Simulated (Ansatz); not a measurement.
Single points on the cluster As5⁺.

```yaml
crystal:
  periodic: [false, false, false]
  atoms:
    - {symbol: As, position_ang: [0.247214, -0.895633, 1.514193]}
    - {symbol: As, position_ang: [1.132100, 1.216650, 0.632151]}
    - {symbol: As, position_ang: [-1.363342, 0.665661, 0.227903]}
    - {symbol: As, position_ang: [0.435183, 0.562651, -1.628002]}
    - {symbol: As, position_ang: [-0.451145, -1.549338, -0.746235]}
basis:
  gaussian: {orbitals: def2-SVP, initial_orbitals: start.molden}
total_charge: 1
hamiltonian: {xc: pbe, dispersion: d4}
scf: {omitted_lower_state_checks: [starts]}
output: {orbitals: {seedname: orbitals}}
```

The file start.molden holds the orbitals of an earlier run on this structure, at another level or in another basis.

```sh
$ ansatz run in.yaml --threads 4 --pin off --events-out ev --progress --plain --max-ram 4787MiB
```

It prints (some lines left out):

```
Functional definition: PBE
1815 factors; their error is unknown
mean field evaluation 1: about -304120.0730 eV, gradient 1.5e1 eV
mean field evaluation 2: about -304120.3414 eV, gradient 2.6e-1 eV
mean field evaluation 4: about -304120.1662 eV, gradient 6.5e-2 eV
mean field -304120.16622478 eV, -11176.2099687081 hartree, gradient 8.6e-6 eV, S^2 0.000000; 0 other end points of the search recorded, 0 dependent functions left out
reference -304120.16625654 eV, -11176.2099698753 hartree; 82, 82 occupied and 78, 78 virtual orbitals, 1815 factors
Total energy: -304120.57796617 eV, -11176.2250999253 hartree
Checks for a lower state left out: starts
```

Hardware: 4 threads of Arm Neoverse V2 on a shared host. Wall time 2.1 s.

The first input with `gaussian: {orbitals: STO-3G}`, `hamiltonian: {xc: hf}` (abridged; 0.8 s):

```
Functional definition: HF
mean field -300587.74976426 eV, -11046.3960581418 hartree, gradient 1.8e-5 eV, S^2 0.000000
Total energy: -300587.74976426 eV, -11046.3960581418 hartree
Checks for a lower state left out: starts
```

First input, but with `gaussian: {orbitals: def2-TZVP, initial_orbitals: start.molden}`, `hamiltonian: {xc: pbe}`, `correlation: {method: rpa}` and without the key `output` (abridged; 9 s):

```
Functional definition: PBE
mean field -304157.86632405 eV, -11177.5954218023 hartree, gradient 8.1e-6 eV, S^2 0.000000
45 core orbitals not correlated: weight in the atoms' cores, before any rotation towards them, 1.000 or more for the frozen orbitals, at most 0.000 for the correlated occupied ones
Total energy: -304021.73586385 eV, -11172.5927196626 hartree
Checks for a lower state left out: starts
```

The first input with `hamiltonian: {xc: {text: "exchange = 0.60*pbe_x + 0.40*exact_x\ncorrelation = pbe_c"}}` (abridged; 4.6 s):

```
Functional definition: unnamed
mean field -304133.24647279 eV, -11176.6906589563 hartree, gradient 2.6e-5 eV, S^2 0.000000
Total energy: -304133.24649136 eV, -11176.6906596391 hartree
Checks for a lower state left out: starts
```

As the first input, with `gaussian: {orbitals: def2-TZVP, initial_orbitals: start.molden}`, `hamiltonian: {xc: lda}` (abridged; 2.2 s):

```
Functional definition: SPW92
mean field -303757.08669765 eV, -11162.8670421902 hartree, gradient 5.0e-5 eV, S^2 0.000000
Total energy: -303757.08672778 eV, -11162.8670432974 hartree
Checks for a lower state left out: starts
```

As the first input, with `hamiltonian: {xc: {text: "exchange = 0.85*pbe_x + 0.15*exact_x\ncorrelation = pbe_c"}}` (abridged; 4.4 s):

```
Functional definition: unnamed
mean field -304124.97502600 eV, -11176.3866888935 hartree, gradient 1.2e-5 eV, S^2 0.000000
Total energy: -304124.97505274 eV, -11176.3866898761 hartree
Checks for a lower state left out: starts
```

As the first input, with `hamiltonian: {xc: {text: "exchange = 0.90*pbe_x + 0.10*exact_x\ncorrelation = pbe_c"}}` (abridged; 4.5 s):

```
Functional definition: unnamed
mean field -304123.35894542 eV, -11176.3272990275 hartree, gradient 1.8e-5 eV, S^2 0.000000
Total energy: -304123.35897382 eV, -11176.3273000712 hartree
Checks for a lower state left out: starts
```

Geometry: PBE-D4/def2-SVP.

Correlated methods freeze 45 core orbitals; core or outer-core shells of As are correlated, in sets that lack core-valence functions. The structure comes from a short search, and lower isomers may exist.
